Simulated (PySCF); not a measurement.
Problem. Write Cartesian coordinates for `C=C/C=C/CC[C-](C#N)C#N` as optimised with GFN2-xTB. (Charge -1.)

Solution. 
```xyz
20
C9H9N2 angstrom
C      4.0718   -0.2999   -1.0897
C      3.0990   -0.2897   -0.1735
C      1.7740    0.2132   -0.3958
C      0.8167    0.2478    0.5455
C     -0.5773    0.6800    0.3179
C     -1.5223   -0.5600    0.1711
C     -2.9449   -0.1537   -0.0456
C     -3.4089    0.0927   -1.3146
N     -3.7985    0.2648   -2.3975
C     -3.7507    0.1164    1.0330
N     -4.4250    0.3087    1.9619
H      3.9085    0.0767   -2.0864
H      5.0558   -0.6847   -0.8780
H      3.3001   -0.6783    0.8191
H      1.5597    0.5954   -1.3863
H      1.0357   -0.1489    1.5315
H     -0.6568    1.2766   -0.5936
H     -0.9433    1.2714    1.1612
H     -1.4351   -1.1625    1.0819
H     -1.1635   -1.1554   -0.6749
```

Orientation and origin are arbitrary. Atoms count from 1 in this order. The C–C distances run from 1.336 Å (C1=C2, drawn double) to 1.566 Å (C5–C6, drawn single), a spread of 0.230 Å. C1 (terminal =CH2 carbon) is planar (angles 122.2°, 121.4° and 116.4°, sum 360.0°, 0.00 Å off the plane of its three neighbours). Of the pairs four or more bonds apart, H14···H16 is among the closest relative to their van der Waals radii: 2.43 Å, 101 % of the sum of Bondi's values. C2 (alkene CH carbon) is planar (angles 124.7°, 119.3° and 116.0°, sum 360.0°, 0.00 Å off the plane of its three neighbours).

Bonds between heavy atoms (Å): C1=C2 1.336, C2–C3 1.435, C3=C4 1.343, C4–C5 1.477, C5–C6 1.566, C6–C7 1.495, C7–C8 1.373, C8≡N9 1.164, C7–C10 1.373, C10≡N11 1.164.

Computed geometry: GFN2-xTB, gas phase.

Point group: C1 (no symmetry element, even within 0.4 Å). Not checked by GFN2-xTB frequencies. Torsions: C1–C2–C3–C4 -178°, C3–C4–C5–C6 101°, C4–C5–C6–C7 179°, C5–C6–C7–C8 87°.

One conformer stands for the species.
